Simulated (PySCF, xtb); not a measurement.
C2H8FNOSi, SMILES CC[Si@](N)(O)F.

xtb 6.7.1 with GFN2-xTB at its own geometry gives an orbital gap of 7.38 eV and a dipole moment of 1.87 D.

Geometry optimised at B3LYP-D3(BJ)/def2-SVP. The structure was generated by enumeration; whether it is a known compound was not checked. One conformer was computed; it need not be the lowest.

What does CAM-B3LYP/def2-TZVP (PySCF) give? (The exact figures need the calculation; the answer reports its results.)

gap 10.73 eV (levels -9.29 and 1.45 eV), dipole 0.81 D.
